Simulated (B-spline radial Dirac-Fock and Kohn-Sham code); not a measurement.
As⁷⁺: input and output of one calculation

ΔSCF core binding energies without Breit or QED terms, calculated with a radial B-spline solver. Keys: rel is the Hamiltonian (dirac, or spin-free x2c and nr, where L3 and M5 stand for the whole 2p and 3d shells), method is hf or an exchange,correlation pair (spin-unpolarised, also for the hole states), nuc the nuclear model, radius_factor scales its radius, rmax is the box in bohr, h the logarithmic mesh step, order the B-spline order, points the quadrature points per cell, c_factor scales the speed of light, and damp, ndamp, maxit and tol steer the iteration. The run stops when the commutator error falls below 10·tol·max(1, Z/10), or the numerical noise floor, and the energy has settled to about 1e-8 Ha; the virial ratio is −V/T.

Input (task.json):

```json
{"items": [{"Z": 33, "q": 7, "cfg": [[1, 0, 2], [2, 0, 2], [2, 1, 6], [3, 0, 2], [3, 1, 6], [3, 2, 8]], "A": 75, "rrms": 4.0968, "do": "settings", "holes": ["K", "L3", "M5"],
  "settings": [{"rel": "dirac", "method": "hf", "nuc": "fermi", "radius_factor": 1.0, "rmax": 45.0, "h": 0.3, "order": 8, "points": 10, "c_factor": 1.0, "maxit": 2, "damp": 0.5, "ndamp": 3, "tol": 1e-08}]}]}
```

Command: `python xray2_run.py task.json out`

Ground-state iterations:

```
iter   energy (Ha)        error
   1    -2216.71881676  1.80e+00
   2    -2237.46028106  9.85e-01
```

The ground state had not converged after 2 iterations, with total energy -2237.46028 Ha, virial ratio 1.92652 and highest orbital energy -127.60 eV. ΔSCF binding energies: K (1s) 12092.6 eV, L3 (2p3/2) 1507.3 eV (not all states converged, so these are not final). Holes are computed only in closed shells, and unreliable hole states are left out.

Q: One setting is unsound. Which, and why?

A: maxit ends the run before self-consistency. With the default settings (Dirac Hartree-Fock): The ground state converged in 10 iterations, with total energy -2243.57812 Ha, virial ratio 1.97735 and highest orbital energy -185.23 eV. ΔSCF binding energies: K (1s) 12045.9 eV, L3 (2p3/2) 1479.9 eV. Holes are computed only in closed shells, and unreliable hole states are left out.
